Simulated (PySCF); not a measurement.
NMR data simulated for an unnamed compound:

$^{1}$H NMR (600 MHz, computed): δ 8.62 (m, 1H), 8.58 (m, 1H), 2.08 (s, 6H).

$^{13}$C{$^{1}$H} NMR (computed): δ 171.2 (CH2), 111.3 (C), 84.4 (C), 5.7 (CH3).

PySCF 2.14.0 with density-fitted response routines calculation with geometry: GFN2-xTB and NMR shieldings at PBE0/pcSseg-1/GIAO; equivalent nuclei averaged, no solvent model, one computed conformer, relativity neglected.

Referencing at the same level of theory: $^{1}$H and $^{13}$C against TMS.

Which of these does the molecule contain: a CH3CH2 unit, a C≡C triple bond, a benzene ring, a tert-butyl group?

Answers


- A CH3CH2 unit: no.
- A C≡C triple bond: yes (δC 84.4, 111.3).
- A benzene ring: no.
- A tert-butyl group: no.

The data belong to `C=N[Si](Cl)(C#CC)C#CC`, C$_{7}$H$_{8}$ClNSi; they needn't prove each group on their own.

Carbon signals by region: 1 in the far downfield region (above 160 ppm), 1 in the sp2 and nitrile region (100–160 ppm), 1 at 50–100 ppm, 1 below 50 ppm. Above 160 ppm: 171.2, C=N carbon.

Shifts are as computed. Against solution values, carbons near 30 ppm lie about +3 ppm off and those near 130 ppm about +5 ppm. Of 1309 compounds with measured shifts, 239 miss one by over three times the rms of a fit or turn the order of signals round; such compounds aren't used in these exercises. Multiplicities follow the n + 1 count of equivalent neighbours, as no J values were calculated; m marks all less simple cases, F and P coupling included.
